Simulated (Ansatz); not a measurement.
Reaction (substitution at a C–Si bond): `OC[Si](O)(O)O` + `O[SiH2]F` → `OCO[SiH2]F` + `O[SiH](O)O`

Gas-phase electronic energies from Ansatz, PBE0-D4/def2-TZVP geometries. CCSD(T)/CBS adds triple-zeta CCSD(T) − MP2 to the extrapolated MP2 energy (def2 sets, frozen cores). Functionals use def2-TZVPP. Each species was taken in one conformer, which may not be the lowest.

```json
{"species": "`OC[Si](O)(O)O`", "B2PLYP energy (Eh)": "-632.08717"}
{"species": "`O[SiH2]F`", "B2PLYP energy (Eh)": "-466.34805"}
{"species": "`OCO[SiH2]F`", "B2PLYP energy (Eh)": "-580.83395"}
{"species": "`O[SiH](O)O`", "B2PLYP energy (Eh)": "-517.58829"}
```

Q: Work out ΔE.

A: ΔE = (-580.83395) + (-517.58829) − (-632.08717) − (-466.34805) = 0.01298 Eh = +34.1 kJ/mol. CCSD(T)/CBS gives +39.0 kJ/mol.

Largest T1 diagnostic among the species: 0.012.

In def2-TZVPP, CCSD(T) changes the Hartree–Fock value by +16.2 kJ/mol (the triples alone add +1.0 kJ/mol) and MP2 by +19.5 kJ/mol. The D4 term adds +3.3 kJ/mol with B3LYP and +1.8 kJ/mol with PBE0; it sums over pairs of atoms, weighted by their polarisabilities, and B3LYP, whose exchange is more repulsive, gets the larger term.

B3LYP here is the variant with VWN-RPA as its local correlation; programs differ in this.
